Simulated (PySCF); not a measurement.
Computed shifts of a molecule C₃H₉NOSi, PySCF with PBE/pcSseg-1, GIAO, gas phase, equivalent atoms averaged, in ppm (number of nuclei): ¹³C: 61.7 (2), 54.1 (1). ¹⁵N: 55.1 (1). ²⁹Si: -3.3 (1). ¹H: 5.63 (1), 3.09 (2), 2.55 (3), 2.52 (2), 1.71 (1). References: ¹³C against TMS (σ = 182.0 ppm); ¹⁵N against NH3 (σ = 267.0 ppm); ²⁹Si against TMS (σ = 335.4 ppm); ¹⁷O against H2O (σ = 334.3 ppm); ¹H against TMS (σ = 31.49 ppm), references at their B3LYP-D3(BJ)/def2-TZVP geometries, non-relativistic. Geometry optimised at r2SCAN-D4/def2-SVP. One conformer was computed; it need not be the lowest.

**Question.** Which structure fits?
A. C/C=C/O[SiH2]N
B. CN[SiH]1COC1
C. C/C=N/[Si@@H](C)O
D. CN1C[SiH](O)C1

**Answer.** D, CN1C[SiH](O)C1
